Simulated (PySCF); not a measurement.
Isomers C₆H₇N:

A. SMILES c1cccc(C)n1
B. `C=CC/C=C\C#N`
C. `InChI=1S/C6H7N/c1-2-3-4-5-6-7/h2-4H,1,5H2/b4-3+`

Spectrum 1. 1H NMR (400 MHz, computed): δ 6.64 (m, 1H), 6.40 (m, 1H), 5.80 (m, 1H), 5.62 (m, 1H), 5.57 (m, 1H), 3.02 (d, 2H). 13C{1H} NMR (computed): δ 144.4 (CH), 144.2 (CH), 131.6 (CH), 127.1 (CH2), 121.1 (C), 23.2 (CH2).

Spectrum 2. 1H NMR (400 MHz, computed): δ 6.55 (m, 1H), 5.94 (m, 1H), 5.58 (m, 1H), 5.49 (m, 1H), 5.38 (d, 1H), 3.38 (m, 2H). 13C{1H} NMR (computed): δ 163.7 (CH), 142.8 (CH), 125.6 (CH2), 120.7 (C), 105.7 (CH), 44.0 (CH2).

Spectrum 3. 1H NMR (400 MHz, computed): δ 8.82 (d, 1H), 7.86 (m, 1H), 7.38 (d, 1H), 7.20 (m, 1H), 2.77 (s, 3H). 13C{1H} NMR (computed): δ 164.2 (C), 155.2 (CH), 141.6 (CH), 127.6 (CH), 125.4 (CH), 27.6 (CH3).

No relativistic terms, in vacuum, one conformer, averaged over atoms made equivalent by symmetry, fast rotation or ring inversion. σ from GIAO-PBE0/pcSseg-1; geometry from GFN2-xTB; PySCF.

References, each an isolated molecule treated in the same way: 1H (σ = 31.72 ppm), 13C (σ = 186.93 ppm) against TMS. Where no couplings were computed, multiplicities follow the n + 1 count of equivalent neighbours, and m marks all less simple cases (inequivalent or close neighbours, rings, F or P nearby). Shifts are as computed. Against solution values, carbons near 30 ppm lie about +3 ppm off and those near 130 ppm about +5 ppm. Of 1211 compounds with measured shifts, 218 miss one by over three times the rms of a fit or turn the order of signals round; such compounds aren't used in these exercises.

Task: Match each spectrum to its structure.

Result: 1–C, 2–B, 3–A.

- Spectrum 1 (C): 6 13C signals; δC 144.4 is an alkene CH; δC 144.2 is an alkene CH.
- Spectrum 2 (B): 6 13C signals; δC 163.7 is an alkene CH; δC 142.8 is an alkene CH.
- Spectrum 3 (A): 6 13C signals; δC 155.2 is an aromatic CH next to a ring nitrogen; δC 127.6 is an aromatic CH.
